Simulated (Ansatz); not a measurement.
`C=C[SiH2]O[SiH2]F` → `C=CO[SiH2]F` + `[SiH2]`  (silylene formation by 1,1-elimination)

Computed with Ansatz on PBE0-D4/def2-TZVP structures; ΔE is electronic, products minus reactants. CBS: MP2 limit from def2 TZ/QZ plus the TZ coupled-cluster correction, frozen cores. This one scheme is used for every species. Functionals use def2-TZVPP. B3LYP here is the variant with VWN-RPA as its local correlation; programs differ in this. Each species was taken in one conformer, which may not be the lowest.

`C=C[SiH2]O[SiH2]F`:

Z-matrix (Å, degrees):
```
Si
C 1 1.850
O 1 1.643 2 108.2
H 1 1.486 2 110.9 3 119.6
H 1 1.489 2 110.8 3 -119.9
C 2 1.330 1 123.1 3 -0.6
H 2 1.089 1 118.4 3 179.5
Si 3 1.615 1 147.9 2 -145.9
H 6 1.086 2 121.4 1 -0.0
H 6 1.086 2 122.2 1 -179.9
F 8 1.594 3 109.7 1 -76.8
H 8 1.477 3 108.6 1 165.9
H 8 1.480 3 110.7 1 41.1
```

`C=CO[SiH2]F`:

Cartesian coordinates in Å:
```
C 0.999 1.366 1.248
C 0.191 0.799 0.369
O 0.400 -0.457 -0.110
Si -0.636 -1.342 -1.012
F -1.730 -2.033 -0.085
H 1.864 0.846 1.637
H 0.796 2.372 1.588
H -0.683 1.312 -0.030
H 0.165 -2.400 -1.652
H -1.366 -0.462 -1.953
```

`[SiH2]`:

Z-matrix (Å, degrees):
```
Si
H 1 1.525
H 1 1.525 2 91.2
```

```
             level  ΔE (kJ/mol)  difference from CCSD(T)/CBS
         r2SCAN-D4        424.7                          8.8
           PBE0-D4        410.6                         -5.3
           ωB97M-V        404.0                        -11.9
            r2SCAN        422.1                          6.2
              PBE0        402.3                        -13.6
             B3LYP        387.6                        -28.3
SCS-MP2/def2-TZVPP        418.5                          2.6
   CCSD/def2-TZVPP        403.5                        -12.4
CCSD(T)/def2-TZVPP        405.2                        -10.7
    MP2/def2-QZVPP        437.8                         21.9
       CCSD(T)/CBS        415.9                            0
```

Largest T1 diagnostic among the species: 0.014.

The D4 term adds +15.0 kJ/mol with B3LYP and +8.3 kJ/mol with PBE0; it sums over pairs of atoms, weighted by their polarisabilities, and B3LYP, whose exchange is more repulsive, gets the larger term. From PBE to PBE0 (25 % exact exchange), in def2-TZVPP and without D4, ΔE moves by +18.3 kJ/mol.
